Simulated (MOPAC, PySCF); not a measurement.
Br$_{4}$Sn, SMILES `[Sn]([Br])([Br])([Br])[Br]`, neutral singlet in the gas phase. 

Z-matrix (Å, degrees):
```
Sn
Br 1 2.4633
Br 1 2.4633 2 109.47
Br 1 2.4633 2 109.47 3 120.00
Br 1 2.4633 2 109.47 4 120.00
```
Charge 0, multiplicity 1.

All levels are single points at this geometry (CAM-B3LYP-D3(BJ)/def2-SVP); Pople sets use spherical d functions. Orbital energies aren't observables, and empty levels follow the basis.

CAM-B3LYP-D3(BJ)/def2-TZVP in PySCF gives HOMO (eV) = -10.25.

Task: Estimate the HOMO (eV) from each of these levels: TPSSh-D3(BJ)/def2-TZVP in PySCF; B3LYP/6-311+G** (LANL2DZ on Br, Sn) in PySCF; B3LYP/6-31G* (LANL2DZ on Sn) in PySCF; BP86/6-31G* (LANL2DZ on Sn) in PySCF; SVWN5/6-31G* (LANL2DZ on Sn) in PySCF; HF/6-31G* (LANL2DZ on Sn) in PySCF; AM1 in MOPAC; PM3 in MOPAC.

Result: 
```csv
level,HOMO (eV)
TPSSh-D3(BJ)/def2-TZVP in PySCF,-8.26
"B3LYP/6-311+G** (LANL2DZ on Br, Sn) in PySCF",-8.87
B3LYP/6-31G* (LANL2DZ on Sn) in PySCF,-8.71
BP86/6-31G* (LANL2DZ on Sn) in PySCF,-7.79
SVWN5/6-31G* (LANL2DZ on Sn) in PySCF,-7.84
HF/6-31G* (LANL2DZ on Sn) in PySCF,-12.08
AM1 in MOPAC,-11.48
PM3 in MOPAC,-12.90
```
